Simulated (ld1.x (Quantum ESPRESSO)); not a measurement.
**Building the TM potential for Xe (PW91, scalar-relativistic).**

xenon, norm-conserving Troullier–Martins (Kleinman–Bylander form), made with ld1.x (Quantum ESPRESSO) 7.5 (PW91, scalar-relativistic). Core [Kr], reference 4d10 5s2 5p4 (charge +2). Waves: 5p (bound): rc 1.40 bohr; 4d (bound): rc 0.75 bohr; 5s (bound): rc 1.35 bohr. Local part: the s channel. Core correction: none.

All-electron outer shells of the reference configuration (PW91, scalar-relativistic, ld1.x):

```csv
shell,level (eV),outermost node (bohr),outermost maximum (bohr)
4p,-162.66,0.36,0.69
4d,-80.72,0.34,0.75
5s,-39.40,0.85,1.61
5p,-26.70,0.92,1.84
```

(1) Estimate the cutoffs (Ry, on a coarse ladder) from which the occupation-weighted sum of valence levels, in a spherical-Bessel basis at the reference potential, stays within 10 and 1 mRy of its value at 400 Ry.

(2) Does the potential have ghost states?

(3) Which valence shell sets the plane-wave cutoff?

(4) Tests: 4d10 5s2 5p6; 4d10 5s2 5p5; 4d10 5s2 5p3; 4d10 5s1 5p6; 4d9 5s2 5p6; 4d10 5s2 5p5.5; 4d10 5s2 5p2. Which has the largest error in its energy relative to the reference configuration, and how large is it?

Results:

(1) 300 Ry and over 300 Ry.

(2) Ghost state, extra bound levels that the all-electron valence spectrum of the same l lacks: p at -249.6 eV. A true bound ghost makes a file unfit for plane-wave use.

(3) 4d: its level needs 300 Ry to come within 1 mRy, against 140 Ry for 5p.

(4) 4d9 5s2 5p6, with -298 meV (all-electron minus pseudo) on +33.37 eV.
